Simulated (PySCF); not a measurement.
H2Zn, charge +1, quartet, at a GFN2-xTB geometry of the parent state (such geometries of metal compounds can be far from the true shape) (a state made from the parent by changing its charge; the spin is typed, not shown lowest).

PySCF was given this input:
```python
from pyscf import gto, scf, dft

mol = gto.Mole()
mol.atom = '''
    Zn    0.00700298    0.00572522    0.09593080
    H     0.06721488   -1.18648772   -1.38585186
    H    -0.27730424    1.01473107   -1.49207223
'''
mol.basis = '6-31g'
mol.charge = 1
mol.spin = 3
mol.verbose = 5
mol.build()

mf = dft.UKS(mol)
mf.xc = 'blyp'
mf.kernel()
```

Task: What does this run give for the <S^2>, Mulliken (on the basis functions themselves) charges in atom order?

Result: 
- <S^2> = 3.752
- Mulliken (on the basis functions themselves) charges in atom order = Zn1 0.78, H2 0.11, H3 0.11

These values belong to the state on which the SCF converged, which isn't shown to be the lowest.
